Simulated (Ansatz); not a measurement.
Reaction (homolysis of the Br–Sn bond): `[OH][SnH]([Cl])[Br]` → Br• + `[OH][SnH][Cl]`•

Computed with Ansatz on PBE0-D4/def2-TZVP structures; ΔE is electronic, products minus reactants. CCSD(T)/CBS adds triple-zeta CCSD(T) − MP2 to the extrapolated MP2 energy (def2 sets, frozen cores). Functionals use def2-TZVPP. B3LYP here is the variant with VWN-RPA as its local correlation; programs differ in this. HSE06 is defined as in plane-wave codes. Open shells (•) are unrestricted, without spin–orbit coupling. Spin–orbit coupling would lower the free atoms: clearly for Br. def2 core potentials past Kr. Bonds to Br, Sn are less sure, by a few kJ/mol each and by 10 to 20 or more in all where they break to atoms, as the def2 sets lack core-valence functions. Scalar relativity is left out up to krypton. Each species was taken in one conformer, which may not be the lowest.

```json
{"level": "LDA (SPW92)", "ΔE (kJ/mol)": "376.6", "difference from CCSD(T)/CBS": "18.8"}
{"level": "PBE-D4", "ΔE (kJ/mol)": "328.0", "difference from CCSD(T)/CBS": "-29.8"}
{"level": "revPBE-D4", "ΔE (kJ/mol)": "313.8", "difference from CCSD(T)/CBS": "-44.0"}
{"level": "BLYP-D4", "ΔE (kJ/mol)": "304.2", "difference from CCSD(T)/CBS": "-53.6"}
{"level": "r2SCAN-D4", "ΔE (kJ/mol)": "330.1", "difference from CCSD(T)/CBS": "-27.7"}
{"level": "B97M-V", "ΔE (kJ/mol)": "334.1", "difference from CCSD(T)/CBS": "-23.7"}
{"level": "PBE0-D4", "ΔE (kJ/mol)": "333.4", "difference from CCSD(T)/CBS": "-24.4"}
{"level": "B3LYP-D4", "ΔE (kJ/mol)": "315.5", "difference from CCSD(T)/CBS": "-42.3"}
{"level": "r2SCANh-D4", "ΔE (kJ/mol)": "329.5", "difference from CCSD(T)/CBS": "-28.3"}
{"level": "r2SCAN0-D4", "ΔE (kJ/mol)": "328.6", "difference from CCSD(T)/CBS": "-29.2"}
{"level": "HSE06-D4", "ΔE (kJ/mol)": "333.2", "difference from CCSD(T)/CBS": "-24.6"}
{"level": "BHLYP-D4", "ΔE (kJ/mol)": "320.5", "difference from CCSD(T)/CBS": "-37.3"}
{"level": "CAM-B3LYP-D4", "ΔE (kJ/mol)": "320.9", "difference from CCSD(T)/CBS": "-36.9"}
{"level": "ωB97X-V", "ΔE (kJ/mol)": "340.4", "difference from CCSD(T)/CBS": "-17.4"}
{"level": "ωB97M-V", "ΔE (kJ/mol)": "330.6", "difference from CCSD(T)/CBS": "-27.2"}
{"level": "B2PLYP", "ΔE (kJ/mol)": "321.8", "difference from CCSD(T)/CBS": "-36.0"}
{"level": "PBE-QIDH", "ΔE (kJ/mol)": "343.5", "difference from CCSD(T)/CBS": "-14.3"}
{"level": "PBE", "ΔE (kJ/mol)": "321.1", "difference from CCSD(T)/CBS": "-36.7"}
{"level": "BLYP", "ΔE (kJ/mol)": "290.6", "difference from CCSD(T)/CBS": "-67.2"}
{"level": "r2SCAN", "ΔE (kJ/mol)": "328.4", "difference from CCSD(T)/CBS": "-29.4"}
{"level": "PBE0", "ΔE (kJ/mol)": "327.2", "difference from CCSD(T)/CBS": "-30.6"}
{"level": "B3LYP", "ΔE (kJ/mol)": "304.2", "difference from CCSD(T)/CBS": "-53.6"}
{"level": "r2SCANh", "ΔE (kJ/mol)": "327.6", "difference from CCSD(T)/CBS": "-30.2"}
{"level": "r2SCAN0", "ΔE (kJ/mol)": "326.5", "difference from CCSD(T)/CBS": "-31.3"}
{"level": "HSE06", "ΔE (kJ/mol)": "327.2", "difference from CCSD(T)/CBS": "-30.6"}
{"level": "BHLYP", "ΔE (kJ/mol)": "309.0", "difference from CCSD(T)/CBS": "-48.8"}
{"level": "CAM-B3LYP", "ΔE (kJ/mol)": "314.3", "difference from CCSD(T)/CBS": "-43.5"}
{"level": "LC-ωPBE", "ΔE (kJ/mol)": "325.5", "difference from CCSD(T)/CBS": "-32.3"}
{"level": "RPA@PBE/def2-TZVPP", "ΔE (kJ/mol)": "296.1", "difference from CCSD(T)/CBS": "-61.7"}
{"level": "HF/def2-SVP", "ΔE (kJ/mol)": "242.6", "difference from CCSD(T)/CBS": "-115.2"}
{"level": "MP2/def2-SVP", "ΔE (kJ/mol)": "337.4", "difference from CCSD(T)/CBS": "-20.4"}
{"level": "CCSD/def2-SVP", "ΔE (kJ/mol)": "314.5", "difference from CCSD(T)/CBS": "-43.3"}
{"level": "CCSD(T)/def2-SVP", "ΔE (kJ/mol)": "319.4", "difference from CCSD(T)/CBS": "-38.4"}
{"level": "HF/def2-TZVPP", "ΔE (kJ/mol)": "245.4", "difference from CCSD(T)/CBS": "-112.4"}
{"level": "SCS-MP2/def2-TZVPP", "ΔE (kJ/mol)": "341.2", "difference from CCSD(T)/CBS": "-16.6"}
{"level": "CCSD/def2-TZVPP", "ΔE (kJ/mol)": "324.3", "difference from CCSD(T)/CBS": "-33.5"}
{"level": "HF/def2-QZVPP", "ΔE (kJ/mol)": "245.6", "difference from CCSD(T)/CBS": "-112.2"}
{"level": "SCS-MP2/def2-QZVPP", "ΔE (kJ/mol)": "355.3", "difference from CCSD(T)/CBS": "-2.5"}
{"level": "HF/CBS(def2)", "ΔE (kJ/mol)": "245.6", "difference from CCSD(T)/CBS": "-112.2"}
{"level": "CCSD/CBS(def2)", "ΔE (kJ/mol)": "348.8", "difference from CCSD(T)/CBS": "-9.0"}
{"level": "CCSD(T)/CBS", "ΔE (kJ/mol)": "357.8", "difference from CCSD(T)/CBS": "0"}
```

Largest T1 diagnostic among the species: 0.017.

Leaving LDA and LC-ωPBE aside and taking each functional with its dispersion term where it has one, the values spread over 39.3 kJ/mol, from BLYP-D4 to PBE-QIDH. LDA lies +55.5 kJ/mol from PBE without D4, its usual overbinding. At CCSD(T), def2-SVP lies −38.4 kJ/mol from the extrapolated value and def2-TZVPP −24.5 kJ/mol: correlation converges slowly with the basis, and small sets miss more of it in the bonded molecule than in its fragments. From PBE to PBE0 (25 % exact exchange), in def2-TZVPP and without D4, ΔE moves by +6.1 kJ/mol.

CCSD(T)/CBS has its own doubt, a few kJ/mol and more with outer-core shells, so smaller differences from it don't rank the levels.
